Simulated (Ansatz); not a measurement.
fluoro(fluorosilylsulfanyl)silane (F2H4SSi2), SMILES F[SiH2]S[SiH2]F.

Geometry optimised at TPSSh-D3(BJ)/def2-SVP. One conformer was computed; it need not be the lowest.

Two levels are set side by side: PBE/def2-SVPD (Ansatz, a program for electronic structure) and CAM-B3LYP/def2-SVPD (Ansatz). Energy differences of separate SCF runs at the same geometry; the states with an electron removed or added have multiplicity 2 and 2. Differences are taken from unrounded values.

```tsv
quantity	CAM-B3LYP
vertical ionisation energy (eV)	10.54
vertical singlet–triplet gap (eV)	6.37
```

### Question
What does PBE give, and how far is it from CAM-B3LYP? (The exact figures need the calculation; the answer reports its results.)

### Answer

| quantity | PBE | PBE minus CAM-B3LYP |
|---|---|---|
| vertical ionisation energy (eV) | 10.37 | -0.17 |
| vertical singlet–triplet gap (eV) | 5.91 | -0.46 |
